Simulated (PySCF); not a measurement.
Compound: C6H12FO (doublet state).
Z-matrix (Å and degrees, GFN2-xTB geometry), rows numbered from 1:
```
C 
C   1  1.4765
C   2  1.4732  1  121.66
F   3  1.3918  2  110.59  1   -39.05
C   3  1.5610  2  112.40  1    81.14
O   5  1.3945  3  114.20  2   154.86
C   6  1.4185  5  115.05  3    71.44
C   7  1.5198  6  108.28  5   171.66
H   1  1.0982  2  111.43  3   -90.43
H   1  1.0894  2  110.76  3   150.67
H   1  1.0882  2  110.59  3    29.36
H   2  1.0749  1  119.83  3   167.73
H   3  1.0981  2  111.75  1  -157.08
H   5  1.0920  3  108.43  2    37.33
H   5  1.0999  3  107.46  2   -80.98
H   7  1.1001  6  109.42  5    51.14
H   7  1.0979  6  110.50  5   -67.69
H   8  1.0864  7  109.85  6    59.78
H   8  1.0864  7  110.02  6   -59.59
H   8  1.0863  7  109.87  6  -180.00
```

The hyperfine couplings belong to this conformer and change with its torsions.

Identity: `C[CH][C@@H](F)COCC` [radical].

The calculation used UKS B3LYP, pcH-1 on C F H O, non-relativistic, mean-field spin-orbit, GIAO (PySCF). One conformer (not necessarily the lowest) at the GFN2-xTB geometry, without solvent, vibrations or thermal averaging. A GFN2-xTB geometry isn't a minimum of the functional, and hyperfine couplings can be far from their values at a DFT geometry. No stability test was run, so a lower SCF solution isn't excluded.

The isotropic 13C couplings are +99.9, +81.4, -34.6, -30.9 MHz. Assign them to C1; C2; C3; C5.

| site | a_iso (MHz) | ρ(0) (bohr⁻³) | position | distance from C2 (Å) | spin population | largest \|T\| (MHz) |
| --- | --- | --- | --- | --- | --- | --- |
| C1 | -30.9 | -0.0275 | 1 bond from C2 | 1.48 | -0.08 | 2.7 |
| C2 | +99.9 | +0.0888 | largest spin population | 0.00 | +1.01 | 159.8 |
| C3 | -34.6 | -0.0308 | 1 bond from C2 | 1.47 | -0.06 | 3.9 |
| C5 | +81.4 | +0.0724 | 2 bonds from C2 | 2.52 | +0.04 | 10.4 |

ρ(0) is the spin density at the nucleus and T the dipolar tensor; entries for several nuclei are means. The Mulliken spin populations are largest on C2 (+1.01), C1 (-0.08), H9 (+0.06) and C3 (-0.06). No atom but C2 exceeds +0.15. The positive populations add up to 1.19 and the negative ones to -0.19, together 2S = 1. The angles at C2 add up to 358.9°, so it is planar; its axial dipolar tensor and the negative coupling of its proton fit spin in a p orbital normal to that plane.

The spin density at the nucleus, in bohr⁻³, is negative for C3 (-0.0308), C1 (-0.0275) and H12 (-0.0138), for instance. A restricted open-shell determinant has no negative spin density anywhere; here it arises because α and β orbitals differ (spin polarisation).

Nuclei that the bonding pattern makes equivalent are averaged, as if the motion that swaps them (rotation, inversion, ring flip) were fast. The three 1H nuclei of mean +78.8 MHz run from 23.7 to 158.5 MHz in the frozen geometry.
